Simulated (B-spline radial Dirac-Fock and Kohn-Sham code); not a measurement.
## Two-hole binding energies of Te⁷⁺

System: tellurium as Te⁷⁺ in the configuration [Kr] 4d9.

Model: relaxed Dirac-Fock hole states (ΔSCF) with Breit and QED corrections and a finite nucleus. Program: a B-spline atomic structure program. U is the two-hole binding energy less the two single-hole energies, the effective repulsion of the holes after relaxation. Each two-hole energy is an average over J within one jj subconfiguration.

```
          holes  E(a) (eV)  E(b) (eV)  E(ab) (eV)  U (eV)
   1s⁻¹ 2p1/2⁻¹    31928.3     4728.2     36903.7   247.3
   1s⁻¹ 3p1/2⁻¹    31928.3      986.3     32993.3    78.7
   1s⁻¹ 3p3/2⁻¹    31928.3      934.6     32937.0    74.2
   1s⁻¹ 3d3/2⁻¹    31928.3      696.1     32694.0    69.7
   2s⁻¹ 2p1/2⁻¹     5060.5     4728.2      9925.1   136.5
2p1/2⁻¹ 2p3/2⁻¹     4728.2     4457.2      9346.6   161.3
   2s⁻¹ 3p3/2⁻¹     5060.5      934.6           ?       ?
   2s⁻¹ 3d3/2⁻¹     5060.5      696.1      5826.2    69.6
2p1/2⁻¹ 3p3/2⁻¹     4728.2      934.6      5729.4    66.7
   2p3/2⁻¹ 3s⁻¹     4457.2     1122.9      5644.6    64.5
2p1/2⁻¹ 3d3/2⁻¹     4728.2      696.1      5492.3    68.1
2p3/2⁻¹ 3d3/2⁻¹     4457.2      696.1      5224.1    70.8
        3p1/2⁻²      986.3      986.3      2028.0    55.4
3p1/2⁻¹ 3p3/2⁻¹      986.3      934.6      1971.5    50.6
```

Q: Give the missing two-hole energy and U.

A: E(ab) = 6059.5 eV and U = 64.4 eV.

Run: 55 s of CPU time on 1 thread of Neoverse-N1 (shared host), peak memory 0.42 GiB.

Values without a named source are computed, but for edge energies of neutral atoms, which are taken from tables.
